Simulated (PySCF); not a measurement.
Ionising BiPb

PBE; PySCF, scalar-relativistic core potentials, basis sets Bi cc-pVDZ-PP with ECP60, Pb cc-pVDZ-PP with ECP60. Neutral (UKS): doublet (π ↑), Re = 2.817 Å, ωe = 155 cm⁻¹, De = 2.37 eV, HOMO -4.42 eV, LUMO -4.39 eV.

BiPb⁺ (UKS): triplet (π ↑↑), Re = 2.981 Å, ωe = 130 cm⁻¹. The energies at the minima are -407.57660 hartree for BiPb and -407.32257 for BiPb⁺.

Work out the adiabatic ionisation energy, without and with harmonic zero-point energies (1 hartree = 27.2114 eV, 1 eV = 8065.5 cm⁻¹), and the change of the bond length.

At PBE: 0.25403 hartree = 6.913 eV between the minima; the zero-point term (130.0 − 155.0)/2 cm⁻¹ = -0.002 eV makes it 6.911 eV. Re changes by +16.4 pm against the neutral. The electron leaves a π orbital, and the longer bond of the ion fits a bonding orbital, or a change in how ionic the bond is.

These are scalar-relativistic numbers at best; spin–orbit coupling would shift them, the dissociation energy most. States were picked by a PBE0 search and need not be the measured ground states.
